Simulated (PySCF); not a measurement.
# Computed records: C₂H₅AlCl, B₂FH₃N, C₂H₁₀Si₂, Al₂BClH₃

Computed with PySCF 2.14.0. Calculation on a computer-drawn molecule: the log of a Hartree-Fock and frozen-core CCSD(T) single point meant for a local Hartree-Fock minimum, with one planted fault or none, to be diagnosed. Offsets are logged minus clean, where the clean run is the same molecule without the fault. The reference is restricted for singlets and unrestricted otherwise, and also for a bond in bohr or an excited solution. Adding or removing an electron swaps singlet and doublet. The excited solution moves the top pair (singlet) or top alpha electron (doublet) to the lowest empty orbital. Highest occupied and lowest empty are orbital energies over both spins, largest force is the largest gradient component, triples share is (T) over the correlation energy, the T1 limit is 0.02 restricted and 0.045 unrestricted, electrons count all cores, a negative frequency is imaginary (commonest isotopes), and the dipole is about the centre of nuclear charge.

Common to all runs: logged SCF converged yes; possible faults no fault, one electron removed, one electron added, multiplicity raised by two, geometry at a saddle point, SCF held on an excited solution, minimal basis STO-3G, one bond length entered in bohr, all coordinates scaled.

```yaml
- entry: 1
  formula: C2H5AlCl
  logged_structure:
    atoms_angstrom:
      - [C, -0.2453, 0.4794, -0.8759]
      - [C, -0.0332, -0.0544, -2.227]
      - [Al, 1.1702, -1.4554, -2.3569]
      - [Cl, 2.4158, -2.9143, -2.5085]
      - [H, -0.6253, -0.2374, -0.2288]
      - [H, -0.9366, 1.2511, -0.9334]
      - [H, 0.6272, 0.8665, -0.4687]
      - [H, 0.326, 0.6761, -2.8778]
      - [H, -0.9185, -0.4159, -2.6417]
  given:
    meant_charge: 1
    meant_multiplicity: 1
    meant_basis: "cc-pV(D+d)Z"
    logged_electrons: 46
    logged_basis_functions: 99
    logged_spin_squared: 0.0
    "logged_highest_occupied [eV]": -17.099
    "logged_lowest_empty [eV]": -3.763
    "logged_largest_force [hartree/bohr]": 0.040104
    logged_T1_diagnostic: 0.01039
    logged_D1_diagnostic: 0.026668
    logged_triples_share: 0.026849
    logged_CC_converged: "yes"
    "logged_dipole_magnitude [debye]": 1.7941
    logged_SCF_stable_within_its_kind: "yes"
    "logged_energy_HF [hartree]": -779.86205
    "logged_energy_CCSD(T) [hartree]": -780.3865
    drawn_bonds_atom: [1, 2, 3, 1, 1, 1, 2, 2]
    drawn_bonds_other_atom: [2, 3, 4, 5, 6, 7, 8, 9]
    drawn_bonds_order: [1, 1, 1, 1, 1, 1, 1, 1]
  results:
    planted_fault: "all coordinates scaled, by -4.8 %"
    "HF_energy_offset_from_clean_run [kcal/mol]": 13.41
    "CCSD(T)_energy_offset_from_clean_run [kcal/mol]": 17.7
- entry: 2
  formula: B2FH3N
  logged_structure:
    atoms_angstrom:
      - [B, -2.9245, -0.2871, 0.423]
      - ["N", -2.2416, -0.4118, -2.3026]
      - [B, -1.0765, -0.9043, -2.6946]
      - [F, 0.0172, -1.3687, -3.034]
      - [H, -3.9824, 0.166, 0.6927]
      - [H, -2.1134, -0.6985, 1.1882]
      - [H, -2.8983, -0.0741, -2.9928]
  given:
    meant_charge: 1
    meant_multiplicity: 1
    meant_basis: cc-pVDZ
    logged_electrons: 28
    logged_basis_functions: 71
    logged_spin_squared: 0.0
    "logged_highest_occupied [eV]": -16.304
    "logged_lowest_empty [eV]": -5.531
    "logged_largest_force [hartree/bohr]": 0.075148
    logged_T1_diagnostic: 0.01891
    logged_D1_diagnostic: 0.060952
    logged_triples_share: 0.02719
    logged_CC_converged: "yes"
    "logged_dipole_magnitude [debye]": 7.7978
    logged_SCF_stable_within_its_kind: "yes"
    "logged_energy_HF [hartree]": -204.68706
    "logged_energy_CCSD(T) [hartree]": -205.21879
    drawn_bonds_atom: [1, 2, 3, 1, 1, 2]
    drawn_bonds_other_atom: [2, 3, 4, 5, 6, 7]
    drawn_bonds_order: [1, 1, 1, 1, 1, 1]
  results:
    planted_fault: "one bond length entered in bohr, row 1 of the drawn bonds"
    "HF_energy_offset_from_clean_run [kcal/mol]": 87.27
    "CCSD(T)_energy_offset_from_clean_run [kcal/mol]": 86.13
- entry: 3
  formula: C2H10Si2
  logged_structure:
    atoms_angstrom:
      - [C, 1.3677, 0.2462, 1.1479]
      - [Si, 1.1484, 0.7992, -0.5292]
      - [C, -0.536, 1.2872, -0.8691]
      - [Si, -1.8129, 0.0484, -0.7718]
      - [H, 2.3596, 0.0099, 1.3224]
      - [H, 1.0939, 0.9832, 1.8207]
      - [H, 0.8007, -0.5954, 1.3477]
      - [H, 1.994, 1.8963, -0.767]
      - [H, 1.5218, -0.2262, -1.415]
      - [H, -0.5599, 1.6866, -1.8269]
      - [H, -0.7876, 2.0624, -0.2264]
      - [H, -1.5446, -1.0086, -1.6545]
      - [H, -1.9029, -0.4754, 0.5271]
      - [H, -3.0587, 0.5996, -1.1074]
  given:
    meant_charge: 0
    meant_multiplicity: 1
    meant_basis: "cc-pV(D+d)Z"
    logged_electrons: 50
    logged_basis_functions: 124
    logged_spin_squared: 0.0
    "logged_highest_occupied [eV]": -11.847
    "logged_lowest_empty [eV]": 4.3366
    "logged_largest_force [hartree/bohr]": 0.046875
    logged_T1_diagnostic: 0.0090662
    logged_D1_diagnostic: 0.020743
    logged_triples_share: 0.024572
    logged_CC_converged: "yes"
    "logged_dipole_magnitude [debye]": 0.79363
    logged_SCF_stable_within_its_kind: "yes"
    "logged_energy_HF [hartree]": -659.41065
    "logged_energy_CCSD(T) [hartree]": -659.99552
    drawn_bonds_atom: [1, 2, 3, 1, 1, 1, 2, 2, 3, 3, 4, 4, 4]
    drawn_bonds_other_atom: [2, 3, 4, 5, 6, 7, 8, 9, 10, 11, 12, 13, 14]
    drawn_bonds_order: [1, 1, 1, 1, 1, 1, 1, 1, 1, 1, 1, 1, 1]
  results:
    planted_fault: "all coordinates scaled, by -5.4 %"
    "HF_energy_offset_from_clean_run [kcal/mol]": 24.74
    "CCSD(T)_energy_offset_from_clean_run [kcal/mol]": 28.88
- entry: 4
  formula: Al2BClH3
  logged_structure:
    atoms_angstrom:
      - [B, -0.9816, -0.9046, 0.392]
      - [Al, -3.0559, -0.4547, 0.0769]
      - [Al, -3.9368, 0.794, -2.1061]
      - [Cl, -3.9929, 2.9447, -2.1622]
      - [H, -0.4147, -1.7842, -0.2041]
      - [H, -0.2977, -0.2708, 1.1533]
      - [H, -4.1852, -1.0636, 1.0164]
  given:
    meant_charge: 0
    meant_multiplicity: 2
    meant_basis: "cc-pV(D+d)Z"
    logged_electrons: 51
    logged_basis_functions: 98
    logged_spin_squared: 1.0058
    "logged_highest_occupied [eV]": -5.8715
    "logged_lowest_empty [eV]": -0.88727
    "logged_largest_force [hartree/bohr]": 0.013425
    "logged_dipole_magnitude [debye]": 3.228
    logged_SCF_stable_within_its_kind: "no"
    "logged_energy_HF [hartree]": -969.72285
    drawn_bonds_atom: [1, 2, 3, 1, 1, 2]
    drawn_bonds_other_atom: [2, 3, 4, 5, 6, 7]
    drawn_bonds_order: [1, 1, 1, 1, 1, 1]
  results:
    planted_fault: "SCF held on an excited solution"
    "HF_energy_offset_from_clean_run [kcal/mol]": 35.9
  notes: ["coupled-cluster numbers left out as unreliable"]
```
